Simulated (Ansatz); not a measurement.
Task: Predict a relaxed structure of NbCl4, charge 0, doublet, at r2SCAN-D4/def2-SVP (Ansatz).

Result: 
```xyz
5

Nb    0.000    0.000    0.000
Cl    1.590    0.464   -1.575
Cl    1.172   -0.112    1.959
Cl   -1.171   -1.962   -0.064
Cl   -1.591    1.610   -0.320
```
Point group D2d (tolerance 0.1 Å). The metal has 4 neighbours: Cl 2.29 Å, Cl 2.29 Å, Cl 2.29 Å, Cl 2.29 Å. This is one stationary point.

In the def2 sets Nb takes a core potential; there is no spin–orbit coupling.
